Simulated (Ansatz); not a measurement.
```yaml
crystal:
  periodic: [false, false, false]
  atoms:
    - {symbol: C, position_ang: [-1.312126, 0.938517, 0.276812]}
    - {symbol: C, position_ang: [-0.301630, 0.076756, -0.480382]}
    - {symbol: In, position_ang: [1.541715, 1.094336, -0.970668]}
    - {symbol: Sn, position_ang: [0.158868, -1.719529, 0.619134]}
    - {symbol: H, position_ang: [-1.624716, 1.809901, -0.307410]}
    - {symbol: H, position_ang: [-2.222760, 0.385189, 0.534069]}
    - {symbol: H, position_ang: [-0.898680, 1.323461, 1.213578]}
    - {symbol: H, position_ang: [-0.724679, -0.293027, -1.420177]}
    - {symbol: H, position_ang: [1.901844, 2.567539, -0.139948]}
    - {symbol: H, position_ang: [2.628136, 0.421434, -2.132910]}
    - {symbol: H, position_ang: [0.792515, -2.927812, -0.410739]}
    - {symbol: H, position_ang: [-1.262384, -2.291323, 1.383918]}
    - {symbol: H, position_ang: [1.323897, -1.385444, 1.834724]}
basis:
  gaussian: {orbitals: def2-SVP}
total_charge: -1
magnetization: {spin_polarized: true, initial_magnetization: 1}
hamiltonian: {xc: {name: B2PLYP}, dispersion: rvv10}
```

```sh
$ ansatz run in.yaml --threads 4 --pin off --events-out ev --progress --plain --max-ram 10444MiB
```

Task: How does Ansatz answer? (Best estimate.)

Result: The calculation gave: The program refused the input.
```
Error: invalid value for `hamiltonian.dispersion`: this functional's text states its nonlocal part
```
